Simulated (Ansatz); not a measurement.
Reaction (ligand exchange at the Si–N bond): `C[SiH](Cl)N[SiH2]Cl` + `BNCC` → `BN(CC)[SiH2]Cl` + `C[SiH](N)Cl`

Program: Ansatz. Geometries: PBE0-D4/def2-TZVP. ΔE: electronic, gas phase. CCSD(T)/CBS is the MP2 limit (def2-TZVPP, def2-QZVPP) plus CCSD(T) − MP2 in def2-TZVPP, frozen cores. DFT in def2-TZVPP. B3LYP here is the variant with VWN-RPA as its local correlation; programs differ in this. Each species was taken in one conformer, which may not be the lowest.

```json
{"level": "r2SCAN-D4", "ΔE (kcal/mol)": "5.6", "difference from CCSD(T)/CBS": "0.6"}
{"level": "PBE0-D4", "ΔE (kcal/mol)": "5.8", "difference from CCSD(T)/CBS": "0.8"}
{"level": "B3LYP-D4", "ΔE (kcal/mol)": "5.8", "difference from CCSD(T)/CBS": "0.8"}
{"level": "ωB97X-V", "ΔE (kcal/mol)": "5.3", "difference from CCSD(T)/CBS": "0.3"}
{"level": "B2PLYP", "ΔE (kcal/mol)": "5.5", "difference from CCSD(T)/CBS": "0.5"}
{"level": "PBE", "ΔE (kcal/mol)": "5.9", "difference from CCSD(T)/CBS": "0.9"}
{"level": "r2SCAN", "ΔE (kcal/mol)": "5.6", "difference from CCSD(T)/CBS": "0.6"}
{"level": "PBE0", "ΔE (kcal/mol)": "5.9", "difference from CCSD(T)/CBS": "0.9"}
{"level": "HF/def2-TZVPP", "ΔE (kcal/mol)": "6.0", "difference from CCSD(T)/CBS": "1.0"}
{"level": "MP2/def2-TZVPP", "ΔE (kcal/mol)": "4.5", "difference from CCSD(T)/CBS": "-0.5"}
{"level": "SCS-MP2/def2-TZVPP", "ΔE (kcal/mol)": "4.8", "difference from CCSD(T)/CBS": "-0.2"}
{"level": "CCSD/def2-TZVPP", "ΔE (kcal/mol)": "5.1", "difference from CCSD(T)/CBS": "0.1"}
{"level": "CCSD(T)/def2-TZVPP", "ΔE (kcal/mol)": "4.9", "difference from CCSD(T)/CBS": "-0.1"}
{"level": "HF/def2-QZVPP", "ΔE (kcal/mol)": "6.0", "difference from CCSD(T)/CBS": "1.0"}
{"level": "SCS-MP2/def2-QZVPP", "ΔE (kcal/mol)": "4.9", "difference from CCSD(T)/CBS": "-0.1"}
{"level": "CCSD/CBS(def2)", "ΔE (kcal/mol)": "5.2", "difference from CCSD(T)/CBS": "0.2"}
{"level": "CCSD(T)/CBS", "ΔE (kcal/mol)": "5.0", "difference from CCSD(T)/CBS": "0"}
```

Largest T1 diagnostic among the species: 0.012.

In def2-TZVPP, CCSD(T) changes the Hartree–Fock value by −1.1 kcal/mol (the triples alone add −0.2 kcal/mol) and MP2 by −1.5 kcal/mol.
